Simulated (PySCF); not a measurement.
Geometry (Å), atoms numbered from 1 in this order:
```xyz
10

N     1.690    0.588    0.504
Ge    0.648   -0.869    0.054
Si   -1.627   -0.201    0.282
H     2.688    0.390    0.491
H     1.528    1.401   -0.086
H     0.899   -1.420   -1.376
H     1.017   -1.986    1.050
H    -2.538   -1.324   -0.099
H    -1.905    0.961   -0.620
H    -1.916    0.206    1.690
```

- PBE0-D3(BJ)/def2-SVP geometry
- shieldings: GIAO KT2/pcSseg-2
- code: PySCF 2.14
- isolated molecule, single conformer, non-relativistic Hamiltonian, equivalent nuclei averaged

Shifts are taken against calculated references (same method and geometry level): ¹H, ²⁹Si against TMS; ¹⁵N vs NH3; ⁷³Ge vs GeMe4.

```csv
atoms,nucleus,count,δ (ppm)
N1,¹⁵N,1,-0.1
H8/H9/H10,¹H,3,3.63
Si3,²⁹Si,1,-106.7
Ge2,⁷³Ge,1,?
H4/H5,¹H,2,?
H6/H7,¹H,2,5.11
```

Question: Fill in the missing shifts.

Answer: 
- H4/H5: -0.46 ppm, hydrogen on a nitrogen bonded to Ge; exchangeable, gas-phase position
- Ge2: -133 ppm, germanium bonded to N, Si, 2 H

Relativistic effects, spin–orbit coupling among them, are left out; they matter for Ge and for the light atoms bonded to it. The OH or NH signal is concentration- and solvent-dependent in practice; the value given is the gas-phase one. Experimental scales use liquid or dissolved standards, which lie at an offset from isolated NH3 (liquid NH3: subtract about 20 ppm).
